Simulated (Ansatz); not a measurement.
`N[SiH2][CH2][GeH2][NH2]` + `N[SiH](F)[Si](N)(O)O` → `[NH2][GeH2][Si](N)(O)O` + `N[SiH2]C[SiH](N)F`  (redistribution)

Computed with Ansatz on PBE0-D4/def2-TZVP structures; ΔE is electronic, products minus reactants. CCSD(T)/CBS is the MP2 limit (def2-TZVPP, def2-QZVPP) plus CCSD(T) − MP2 in def2-TZVPP, frozen cores. DFT in def2-TZVPP. For Ge outer-core shells are correlated without core-valence functions, which leaves a few kJ/mol of doubt a bond. Scalar relativity is left out up to krypton. One conformer a species, not always the lowest.

```csv
level,ΔE (kJ/mol)
r2SCAN,-39.7
MP2/def2-QZVPP,-36.0
```

What does CCSD(T)/CBS give? (Estimate.)

Ansatz gave: -35.3 kJ/mol. The listed levels differ from it by -4.4, -0.7 kJ/mol.

Largest T1 diagnostic among the species: 0.012.
